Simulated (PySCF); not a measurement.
Calculation: PBE0-D4/def2-TZVP in PySCF 2.14.0. Isolated molecules, 0 K electronic values unless said otherwise. One relaxed conformer stands for a flexible species; it need not be the lowest. 

Reference species (SMILES): `[GeH3]` (neutral, multiplicity 2).

The highest occupied spin orbital is -6.29 eV.

Changed species: `[CH2]S` (radical fragment; the reference has radical fragment).

**Question.** Predict the effect on the highest occupied spin orbital.

**Answer.** the highest occupied spin orbital rises by 1.05 eV, to -5.24 eV.
